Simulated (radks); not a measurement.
Ionisation ladder of terbium, from Tb XLV to Tb LXV. Each ion is in the ground configuration listed by NIST, and IE = E(next ion) - E(this ion), with E = 0 for the bare nucleus. Calculated with a radial shooting solver on a logarithmic mesh with Libxc functionals: scalar-relativistic Kohn-Sham, BLYP, spin-polarised, spherical densities, finite nucleus; open shells are filled with parallel spins first (spin-orbit coupling, left out, can overturn this in heavy ions); Fermi nuclear charge, rms radius 5.06 fm.

species    configuration  IE, Delta-SCF (eV)  <r> HOMO (bohr)
Tb XLV          [Ar] 3d3              3561.0            0.196
Tb XLVI         [Ar] 3d2                   ?            0.195
Tb XLVII        [Ar] 3d1              3792.7            0.193
Tb XLVIII           [Ar]                   ?            0.217
Tb XLIX     [Ne] 3s2 3p5              4303.5            0.216
Tb L        [Ne] 3s2 3p4              4404.4            0.215
Tb LI       [Ne] 3s2 3p3              4537.7            0.213
Tb LII      [Ne] 3s2 3p2              4642.9            0.212
Tb LIII     [Ne] 3s2 3p1              4746.4            0.211
Tb LIV          [Ne] 3s2              5118.5            0.216
Tb LV           [Ne] 3s1              5232.2            0.215
Tb LVI              [Ne]             11919.6           0.0792
Tb LVII     [He] 2s2 2p5                   ?           0.0787
Tb LVIII    [He] 2s2 2p4             12479.3           0.0782
Tb LIX      [He] 2s2 2p3             12855.8           0.0775
Tb LX       [He] 2s2 2p2             13147.8           0.0770
Tb LXI      [He] 2s2 2p1                   ?           0.0765
Tb LXII         [He] 2s2             14466.4           0.0872
Tb LXIII        [He] 2s1             14751.2           0.0868
Tb LXIV             [He]               59924           0.0214
Tb LXV               1s1               61131           0.0212

Estimate the withheld Delta-SCF values.

Answer. Tb XLVI: 3676.5 eV (NIST 3698); Tb XLVIII: 4201.4 eV (NIST 4139); Tb LVII: 12201.8 eV (NIST 11957); Tb LXI: 13434.4 eV (NIST 14003).
